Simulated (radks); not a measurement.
The numbers below are computed, except where a source is named.
Task: These are the eigenvalues of the occupied orbitals of an atom or ion with whole-number occupations (hartree). Code: a radial shooting solver on a logarithmic mesh with Libxc functionals. Model: Dirac Kohn-Sham, BLYP, spin-unpolarised, spherical densities, finite nucleus; Fermi nuclear charge, rms radius of each element as measured or else 0.836 A^(1/3) + 0.57 fm.

| orbital | eigenvalue |
|---|---|
| 1s1/2 | -805.8842 |
| 2s1/2 | -115.8433 |
| 2p1/2 | -107.0553 |
| 2p3/2 | -102.2412 |
| 3s1/2 | -20.38854 |
| 3p1/2 | -16.97923 |
| 3p3/2 | -16.16256 |
| 3d3/2 | -10.12345 |
| 3d5/2 | -9.96432 |
| 4s1/2 | -2.80161 |
| 4p1/2 | -1.78638 |
| 4p3/2 | -1.66123 |
| 4d3/2 | -0.19419 |
| 4d5/2 | -0.18236 |
| 5s1/2 | -0.15587 |

Which element is it, and in what charge state? The configuration may be excited. Open shells, if any, are shared by 2j + 1.

Result: Z = 44, ruthenium, charge 0: Ru in [Kr] 4d7 5s1. The list shows which subshells hold electrons but not how many an open one holds; the 1s level, -805.88 hartree, gives Z - s = 40.1 by -(Z - s)^2/2, which with screening and relativity narrows Z to a few neighbours, and the depths of the outer levels then fix element, charge and occupations together.
